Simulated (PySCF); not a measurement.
SMILES [CH2]C=C (C3H5), doublet, B3LYP/def2-SVP optimised geometry.

```
8

C      0.84     0.55     0.00
C      0.03    -0.58     0.00
C     -1.36    -0.58     0.00
H      1.93     0.48     0.00
H      0.40     1.56     0.00
H      0.54    -1.56     0.00
H     -1.93    -1.51     0.00
H     -1.92     0.36     0.00
```

Density from PySCF with unrestricted B3LYP/def2-TZVP at that geometry.

Minimum of the electron density along straight lines between bonded atoms, close to the bond critical point (lines longer than 1.1 times the sum of covalent radii, or with two minima, are not listed):

| bond | length / Å | ρ at the minimum / e bohr⁻³ | ∇²ρ there / e bohr⁻⁵ | position (fraction from the first atom) |
|---|---|---|---|---|
| C1–C2 | 1.388 | 0.320 | -0.95 | 0.50 |
| C2–C3 | 1.388 | 0.320 | -0.95 | 0.50 |
| C1–H4 | 1.092 | 0.280 | -0.98 | 0.65 |
| C1–H5 | 1.094 | 0.278 | -0.97 | 0.65 |
| C2–H6 | 1.097 | 0.279 | -0.97 | 0.64 |
| C3–H7 | 1.092 | 0.280 | -0.98 | 0.65 |
| C3–H8 | 1.094 | 0.278 | -0.97 | 0.65 |
